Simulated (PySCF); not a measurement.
**Radial density of As (arsenic, neutral)**

UHF, [Ar] 3d10 4s2 4p3, high-spin 4S determinant. All numbers are calculated (PySCF 2.14, the spin-free X2C one-electron Hamiltonian (Gaussian nucleus), in cc-pVTZ-DK).

```tsv
r (bohr)	4πr²ρ (e/bohr)	4πr²(ρα − ρβ)
0.000740	0.2943	0.0000
0.00124	0.7266	0.0000
0.00209	1.757	-0.0001
0.00352	4.108	-0.0002
0.00592	9.101	-0.0004
0.00996	18.32	-0.0006
0.0168	31.23	0.0001
0.0282	40.45	0.0055
0.0474	36.50	0.0262
0.0798	34.32	0.0659
0.134	47.41	0.0553
0.226	32.91	-0.0261
0.380	27.01	0.1175
0.638	26.07	0.0328
1.07	6.800	0.2974
1.81	2.876	1.3699
3.04	1.132	0.8243
5.11	0.09098	0.0813
8.60	0.0002358	0.0002
```

Densities and radii are taken from the X2C orbitals without a picture-change correction, which distorts them close to the nucleus.

Where is the radial spin density 4πr²(ρα − ρβ) most negative, and why is it negative at all?

Around r = 0.226 bohr, down to -0.0261 e/bohr: exchange with the open shell polarises the paired shells in an unrestricted calculation.
